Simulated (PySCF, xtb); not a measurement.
Te(Cl)(SiH3) (ClH3SiTe), SMILES [SiH3][Te]Cl.

GFN2-xTB run with xtb at its own geometry gives an orbital gap of 2.82 eV and a dipole moment of 2.68 D.

The structure is a stationary point at PBE0-D3(BJ)/def2-SVP. The def2 effective core potentials stand for the cores of Te; spin–orbit coupling is left out.

Question: What does B3LYP/def2-TZVPD in PySCF give? (An estimate is asked for; the answer gives what the named calculation found.)

Answer: gap 3.39 eV (levels -6.43 and -3.04 eV), dipole 2.15 D.
